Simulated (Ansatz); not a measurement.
The cluster Ga₂Se₄⁻, relaxed as a doublet with UKS PBE-D4/def2-SVPD in Ansatz, starting from the GFN2-xTB geometry. Force threshold 0.02 eV/Å.

The structure comes from a short search, and lower isomers may exist.

Start:

```xyz
6

Ga   -2.761    0.512   -0.255
Ga    0.943   -0.380    0.811
Se   -1.282   -0.571    1.645
Se    2.925   -0.902    1.756
Se   -0.937    0.622   -2.489
Se    1.112    0.719   -1.467
```

```csv
step,energy (eV),largest force component (eV/Å),SCF passes
1,-366063.0571,0.724,25
2,-366063.2461,0.450,33
3,-366063.3054,0.488,32
4,-366063.3502,0.186,33
5,-366063.3603,0.078,31
6,-366063.3698,0.075,32
7,-366063.3748,0.138,31
8,-366063.3770,0.057,32
9,-366063.3774,0.025,26
10,-366063.3778,0.014,25
```

Force components are those of the run's own axes.

End:

Cartesian coordinates in Å:
```
Ga -2.4927 0.3302 -0.3188
Ga 0.9589 -0.3291 0.6840
Se -1.2698 -0.4823 1.5661
Se 2.8104 -0.9028 1.8480
Se -1.1433 0.7547 -2.2781
Se 1.1364 0.6294 -1.5013
```

By distances, no bond broke or formed. The bond that changes most is Ga1–Se5, from 2.89 to 2.42 Å (atoms count from 1). The end is the same structure that another start reached.

No frequencies were taken in this run, so the end may be a saddle point.

Run time 37 s (4 threads of Intel Xeon 6975P-C on a shared host), peak host memory 0.71 GiB.
